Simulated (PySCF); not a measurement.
Mapped SMILES: `[O:1]=[CH:2][c:3]1[cH:4][cH:5][cH:6][c:7]2[c:8]1[CH:9]=[CH:10][SiH2:11]2` (H(Xn): hydrogen on atom n).

[PySCF: coordinates at the PBE0-D3(BJ)/def2-SVP level; shieldings: GIAO PBE/pcSseg-2; one conformer; non-relativistic Hamiltonian; equivalent nuclei averaged; in vacuum]

References, each an isolated molecule treated in the same way: TMS for ¹³C (σref 179.39) and ¹H (σref 31.18) and ²⁹Si (σref 323.43); ¹⁷O (σref 327.88) vs H2O.

```
  atoms  nucleus  count  δ (ppm)
  H(C4)       ¹H      1        ?
  H(C6)       ¹H      1     7.99
  H(C9)       ¹H      1     9.07
     C4      ¹³C      1    136.4
     C5      ¹³C      1    135.6
     C3      ¹³C      1        ?
     C9      ¹³C      1    157.5
     C6      ¹³C      1    146.6
   Si11     ²⁹Si      1    -46.7
H(Si11)       ¹H      2     4.98
    C10      ¹³C      1    140.4
     C7      ¹³C      1        ?
  H(C5)       ¹H      1     7.52
     C2      ¹³C      1        ?
  H(C2)       ¹H      1    11.35
     C8      ¹³C      1        ?
 H(C10)       ¹H      1     6.81
     O1      ¹⁷O      1        ?
```

**Question.** Estimate the values marked ?.

**Answer.** 
- C2: 195.1 ppm, aldehyde carbonyl carbon; low-lying n→π* states of the double bond to the heteroatom give a large paramagnetic term (-260 ppm)
- C8: 161.4 ppm, substituted aromatic carbon
- C7: 143.8 ppm, substituted aromatic carbon
- C3: 136.8 ppm, substituted aromatic carbon
- H(C4): 8.31 ppm, hydrogen on an aromatic CH; ring current plus the deshielding of an ortho carbonyl group
- O1: 650.5 ppm, aldehyde oxygen

Shifts are as computed, not scaled to solution data. Of 1309 compounds with measured shifts, 239 miss one by over three times the rms of a fit or turn the order of signals round; such compounds aren't used in these exercises. Unscaled 17O shifts of doubly bonded oxygen tend to come out too high, by tens of ppm or more. Experimental scales use liquid or dissolved standards, which lie at an offset from isolated H2O (liquid H2O: subtract about 36 ppm).
